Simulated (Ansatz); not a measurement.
Computed with Ansatz on PBE0-D4/def2-TZVP structures; ΔE is electronic, products minus reactants. CCSD(T)/CBS is the MP2 limit (def2-TZVPP, def2-QZVPP) plus CCSD(T) − MP2 in def2-TZVPP, frozen cores. Functionals use def2-TZVPP. One conformer a species, not always the lowest.

Reaction (formal exchange of groups at the Si–F bond): `N[SiH](O)[SiH2]F` + `N=C(CN)CF` → `N[SiH2][SiH](N)O` + `N=C(CF)CF`

```json
{"level": "PBE-D4", "ΔE (eV)": "0.96"}
{"level": "PBE", "ΔE (eV)": "0.97"}
{"level": "r2SCAN", "ΔE (eV)": "0.98"}
{"level": "MP2/def2-QZVPP", "ΔE (eV)": "1.10"}
```

What does CCSD(T)/CBS give? (An estimate is asked.)

Ansatz gave: +1.05 eV. The listed levels differ from it by -0.09, -0.08, -0.07, 0.05 eV.

Largest T1 diagnostic among the species: 0.012.
